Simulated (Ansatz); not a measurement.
System: sum formula SiP₄H₈, net charge 0, singlet state. 
Structure (B3LYP-D3(BJ)/def2-TZVP (Ansatz, an electronic-structure program) minimum search):
```xyz
13

P      2.1835    -0.0786     0.6006
Si    -0.0025     0.0047     0.0003
P     -0.4262     1.8195    -1.2907
P     -0.4056    -1.9170    -1.1358
P     -1.1959     0.0751     1.9278
H      2.6544     0.2113    -0.7067
H      2.2267     1.2773     1.0192
H      0.1977     1.2864    -2.4496
H     -1.7240     1.3881    -1.6743
H     -1.8111    -1.7224    -1.1603
H     -0.4396    -2.7405     0.0202
H     -0.9744     1.4596     2.1565
H     -2.4309     0.2887     1.2613
```
Charge 0, spin multiplicity 1.

Basis-set convergence of Hartree-Fock and MP2 correlation energies (hartree) with Ansatz. Correlated levels leave the core frozen unless marked. Spin-orbit coupling is left out. No relativistic terms.

```json
[
 {"basis": "cc-pV(D+d)Z", "functions": "155", "E(HF)": "-1656.58715", "E(corr, MP2)": "-0.59657"},
 {"basis": "cc-pV(T+d)Z", "functions": "307", "E(HF)": "-1656.64947", "E(corr, MP2)": "-0.75353"},
 {"basis": "cc-pV(Q+d)Z", "functions": "560", "E(HF)": "-1656.66511", "E(corr, MP2)": "-0.81063"}
]
```

Extrapolating the two largest sets (X = 3 and 4) as X^-3: E(corr) = (64·(-0.81063) - 27·(-0.75353))/37 = -0.8523 Eh, an estimate of the basis-set limit. The largest set recovers 95.1 % of it, the smallest 70.0 %.
